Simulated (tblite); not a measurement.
Start geometry of `N[SiH2]OC(=O)[SiH3]` from a force field or distance geometry (Å):
```
atom  x, y, z in Å
N1    -2.3604    0.7616    1.1519
Si2   -1.6624   -0.1959   -0.0561
O3    -0.0451    0.1715   -0.0232
C4     0.8513   -0.3963   -0.8627
O5     0.6185   -1.2773   -1.6748
Si6    2.6378    0.1965   -0.7083
H7    -3.3592    0.5482    1.1967
H8    -1.9725    0.5075    2.0574
H9    -2.2976    0.1457   -1.3255
H10   -1.9000   -1.5941    0.3843
H11    3.0066    0.4532    0.7152
H12    3.6260   -0.7955   -1.2233
H13    2.8526    1.4753   -1.4352
```

Task: What comes out of this run: GFN2-xTB geometry optimisation, gas phase (tblite)?

Result: 
```
atom  x, y, z in Å
N1    -2.224    0.725    1.119
Si2   -1.673   -0.360   -0.091
O3    -0.051    0.024   -0.053
C4     0.823   -0.468   -0.919
O5     0.505   -1.237   -1.792
Si6    2.577    0.230   -0.606
H7    -3.192    0.701    1.384
H8    -1.641    0.910    1.920
H9    -2.266    0.040   -1.359
H10   -1.792   -1.793    0.178
H11    2.718    0.389    0.841
H12    3.563   -0.693   -1.159
H13    2.651    1.534   -1.265
```

The energy falls by 36.7 kJ/mol over 75 L-BFGS steps, the largest force on an atom goes from 1.56 to 0.010 eV/Å, and the atoms move by 0.249 Å rms after alignment. Among the bonds, Si6–H11 and Si6–H12 change most and about equally (-0.032 to -0.031 Å). Bonds longer at the end by more than 0.005 Å: 3 of 12; shorter: 8. Among the angles that change most is N1–Si2–H10, from 104.8° to 117.6°. Among the dihedrals that turn most is H8–N1–Si2–H9, from 177° to -151°. Rotational constants go from 5836, 1085, 938.2 to 5185, 1171, 978.3 MHz. The orientation of the end geometry is arbitrary; only internal coordinates are fixed.

Hardware: Arm Neoverse N1, one thread, shared host. Cost: 0.69 s.

Its GFN2-xTB frequencies are all real (lowest 19 cm⁻¹). One conformer, not necessarily the lowest. 3 starts were optimised and ended at 0.00, 0.16 and 0.18 kcal/mol (GFN2-xTB); the lowest of these is shown.

The numbers are calculated, not measured.
